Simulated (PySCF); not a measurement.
SnFCl3, SMILES [F][Sn]([Cl])([Cl])[Cl]. Geometry optimised at PBE-D3(BJ)/def2-SVP. The def2 effective core potentials stand for the cores of Sn; spin–orbit coupling is left out.

Computed equilibrium geometry at PBE-D3(BJ)/def2-SVP (PySCF confirms it by a frequency run) as Cartesian coordinates in Å, and its point group:
point group C3v.
```xyz
5

F      0.0000     0.0000     2.1112
Sn     0.0000     0.0000     0.1705
Cl    -1.9261     1.1120    -0.5397
Cl     1.9261     1.1120    -0.5397
Cl     0.0000    -2.2241    -0.5397
```
Charge 0, spin multiplicity 1.
